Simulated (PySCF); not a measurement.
Record of a relaxation.

C₃H₂F₂O₂Si.
SMILES with atom numbers: `[O:1]=[CH:2][C:3]1=[CH:4][Si:5]([F:6])([F:7])[O:8]1` (hydrogens: H9 on C2; H10 on C4)

Computed by this run: PySCF 2.14.0, PBE0-D3(BJ)/def2-SVP geometry optimisation, gas phase; density fitting, grid level 1; the optimiser is geomeTRIC in internal coordinates, started from a GFN2-xTB structure with every atom displaced at random (about 0.01 Å). The frame can shift and turn from step to step; on so coarse a grid that alone can change the energy by a few meV, and forces under 0.02 eV/Å are noise.

Step 0: E = -20522.7181 eV, largest atomic force 2.812 eV/Å
```
atom  x, y, z in Å  |  force x, y, z in eV/Å
O1      2.603    1.129    0.444   -0.551  -0.075  -0.005
C2      1.945    0.350   -0.201    0.543   0.505   0.547
C3      0.499    0.114   -0.041    0.367  -0.510  -0.595
C4     -0.404    0.631    0.762   -2.626   0.262   0.972
Si5    -1.596   -0.569   -0.132    1.391   1.252   0.818
F6     -2.716   -0.094   -1.147   -0.322   0.319  -0.342
F7     -2.212   -1.848    0.563   -0.156  -0.520   0.416
O8     -0.097   -0.839   -0.841    0.729  -0.969  -1.284
H9      2.404   -0.275   -0.959    0.360  -0.624  -0.813
H10    -0.375    1.381    1.531    0.264   0.361   0.285
```

Step 1: E = -20522.8813 eV, largest atomic force 1.014 eV/Å
```
atom  x, y, z in Å  |  force x, y, z in eV/Å
O1      2.134    1.763   -0.244    0.496   0.815   0.344
C2      1.731    0.707   -0.618   -0.414  -0.572  -0.670
C3      0.431    0.158   -0.159   -0.232  -0.177   0.308
C4     -0.474    0.636    0.732    0.196  -0.790   0.063
Si5    -1.348   -0.929    0.311   -0.102   0.717  -0.346
F6     -2.653   -0.691   -0.587   -0.095  -0.368   0.100
F7     -1.623   -2.191    1.254    0.082   0.236  -0.077
O8      0.043   -1.072   -0.673    0.026  -0.042   0.124
H9      2.256    0.070   -1.376    0.035   0.014   0.158
H10    -0.441    1.531    1.338    0.009   0.167  -0.003
```

Step 2: E = -20522.9193 eV, largest atomic force 0.552 eV/Å
```
atom  x, y, z in Å  |  force x, y, z in eV/Å
O1      2.200    1.772   -0.267   -0.319  -0.005   0.184
C2      1.731    0.727   -0.625    0.286  -0.236  -0.359
C3      0.430    0.165   -0.160   -0.052   0.125   0.249
C4     -0.476    0.629    0.734    0.171  -0.188   0.229
Si5    -1.353   -0.909    0.300   -0.402   0.218  -0.308
F6     -2.694   -0.764   -0.564    0.038  -0.060  -0.050
F7     -1.639   -2.161    1.246    0.218   0.026   0.171
O8      0.039   -1.063   -0.677    0.119   0.075  -0.033
H9      2.253    0.061   -1.355   -0.032  -0.012  -0.004
H10    -0.435    1.524    1.348   -0.028   0.058  -0.079
```

Step 3: E = -20522.9101 eV, largest atomic force 1.178 eV/Å
```
atom  x, y, z in Å  |  force x, y, z in eV/Å
O1      2.110    1.767   -0.216    0.287  -0.367  -0.558
C2      1.735    0.710   -0.660   -0.318   0.611   0.955
C3      0.434    0.159   -0.172    0.149  -0.498  -0.333
C4     -0.459    0.623    0.731    0.171   0.343   0.323
Si5    -1.357   -0.886    0.294   -0.403  -0.121  -0.267
F6     -2.715   -0.804   -0.551    0.070   0.108  -0.115
F7     -1.630   -2.115    1.270    0.213  -0.118   0.298
O8      0.033   -1.064   -0.684   -0.077  -0.057  -0.129
H9      2.304    0.068   -1.373   -0.030   0.134  -0.046
H10    -0.400    1.523    1.340   -0.062  -0.035  -0.129
```

Step 4: E = -20522.9491 eV, largest atomic force 0.308 eV/Å
```
atom  x, y, z in Å  |  force x, y, z in eV/Å
O1      2.145    1.773   -0.251   -0.054  -0.156  -0.120
C2      1.724    0.718   -0.644    0.025   0.153   0.206
C3      0.427    0.156   -0.166    0.104  -0.099   0.011
C4     -0.465    0.623    0.737    0.070  -0.004   0.163
Si5    -1.361   -0.898    0.297   -0.227   0.086  -0.190
F6     -2.699   -0.789   -0.576    0.044  -0.055   0.031
F7     -1.605   -2.126    1.287    0.086   0.005   0.101
O8      0.031   -1.068   -0.681    0.004   0.028  -0.072
H9      2.269    0.068   -1.368   -0.010   0.020  -0.048
H10    -0.411    1.525    1.342   -0.043   0.021  -0.082
```

Step 5: E = -20522.9559 eV, largest atomic force 0.187 eV/Å
```
atom  x, y, z in Å  |  force x, y, z in eV/Å
O1      2.142    1.776   -0.261   -0.038  -0.041  -0.015
C2      1.721    0.718   -0.644    0.033   0.042   0.034
C3      0.427    0.152   -0.165    0.072  -0.038   0.056
C4     -0.464    0.624    0.738    0.032  -0.042   0.072
Si5    -1.362   -0.898    0.298   -0.136   0.063  -0.112
F6     -2.703   -0.812   -0.571    0.023  -0.044   0.032
F7     -1.584   -2.113    1.309    0.052   0.007   0.054
O8      0.027   -1.068   -0.685    0.000   0.032  -0.038
H9      2.262    0.072   -1.375   -0.002  -0.009  -0.032
H10    -0.411    1.530    1.334   -0.035   0.030  -0.050
```

Step 6: E = -20522.9609 eV, largest atomic force 0.071 eV/Å
```
atom  x, y, z in Å  |  force x, y, z in eV/Å
O1      2.135    1.780   -0.276   -0.004   0.022   0.042
C2      1.718    0.719   -0.650    0.010  -0.025  -0.065
C3      0.428    0.149   -0.165    0.015   0.010   0.034
C4     -0.465    0.625    0.735    0.004   0.014  -0.015
Si5    -1.363   -0.897    0.303    0.009  -0.005  -0.003
F6     -2.713   -0.860   -0.551   -0.006  -0.007   0.017
F7     -1.540   -2.090    1.351   -0.002  -0.006  -0.011
O8      0.022   -1.065   -0.691   -0.006  -0.006   0.006
H9      2.252    0.078   -1.391   -0.001  -0.014   0.002
H10    -0.417    1.542    1.314   -0.019   0.017  -0.008
```

Step 7: E = -20522.9613 eV, largest atomic force 0.037 eV/Å
```
atom  x, y, z in Å  |  force x, y, z in eV/Å
O1      2.135    1.779   -0.276    0.006   0.013   0.021
C2      1.718    0.718   -0.651    0.002  -0.019  -0.031
C3      0.429    0.150   -0.166    0.000   0.018   0.013
C4     -0.465    0.628    0.732    0.002  -0.012  -0.024
Si5    -1.362   -0.897    0.305    0.009   0.000   0.005
F6     -2.716   -0.866   -0.543   -0.006   0.003   0.004
F7     -1.535   -2.090    1.354    0.005  -0.003  -0.005
O8      0.021   -1.065   -0.691   -0.005  -0.004   0.021
H9      2.252    0.077   -1.393   -0.001  -0.004   0.002
H10    -0.421    1.548    1.308   -0.012   0.009  -0.007
```

Step 8: E = -20522.9617 eV, largest atomic force 0.032 eV/Å
```
atom  x, y, z in Å  |  force x, y, z in eV/Å
O1      2.139    1.775   -0.277    0.009  -0.006  -0.008
C2      1.719    0.716   -0.655   -0.004   0.002   0.025
C3      0.429    0.151   -0.166   -0.020   0.004  -0.025
C4     -0.468    0.633    0.726    0.007   0.011   0.003
Si5    -1.361   -0.897    0.309    0.005  -0.005   0.000
F6     -2.719   -0.872   -0.533   -0.002   0.003  -0.004
F7     -1.527   -2.088    1.362    0.003   0.003   0.001
O8      0.022   -1.066   -0.686    0.007  -0.019   0.015
H9      2.251    0.072   -1.396   -0.003   0.007  -0.001
H10    -0.430    1.557    1.295   -0.001   0.000  -0.005
```

Step 9: E = -20522.9619 eV, largest atomic force 0.030 eV/Å
```
atom  x, y, z in Å  |  force x, y, z in eV/Å
O1      2.141    1.772   -0.278    0.007  -0.010  -0.012
C2      1.720    0.714   -0.656   -0.004   0.004   0.028
C3      0.429    0.151   -0.167   -0.015   0.006  -0.025
C4     -0.470    0.637    0.722   -0.004  -0.005   0.002
Si5    -1.361   -0.897    0.311    0.003   0.002   0.004
F6     -2.719   -0.875   -0.529    0.002   0.002  -0.007
F7     -1.524   -2.085    1.368   -0.001   0.005   0.005
O8      0.023   -1.069   -0.681    0.009  -0.008   0.013
H9      2.251    0.069   -1.396    0.000   0.007  -0.002
H10    -0.434    1.564    1.286    0.003  -0.001  -0.005
```

Step 10: E = -20522.9622 eV, largest atomic force under 0.02 eV/Å
```
atom  x, y, z in Å  |  force x, y, z in eV/Å
O1      2.146    1.767   -0.281    0.000  -0.007  -0.006
C2      1.721    0.709   -0.657   -0.001   0.006   0.012
C3      0.428    0.150   -0.168   -0.002  -0.003  -0.014
C4     -0.473    0.644    0.713   -0.013  -0.007   0.004
Si5    -1.361   -0.895    0.316    0.002   0.002   0.009
F6     -2.718   -0.880   -0.526    0.007  -0.003  -0.008
F7     -1.522   -2.076    1.381   -0.011   0.008   0.008
O8      0.027   -1.077   -0.669    0.008   0.005  -0.002
H9      2.250    0.062   -1.396    0.002   0.000  -0.001
H10    -0.442    1.578    1.267    0.007  -0.001  -0.003
```

Problem. Summarise the path.

Solution. The energy falls by 0.2441 eV from step 0 to step 10; nine tenths of that is first reached at step 4. It rises by more than 0.2 meV at step 3. The largest force goes from 2.812 to under 0.02 eV/Å. Among the bonds C4–Si5 changes most, from 1.912 to 1.821 Å; the atoms move by 0.066 Å rms after alignment.

The cost below is that of the whole optimisation. The run took 50 s of wall time on an Intel Xeon 6975P-C with one thread (shared host), and the process peaked at 0.53 GiB of memory.
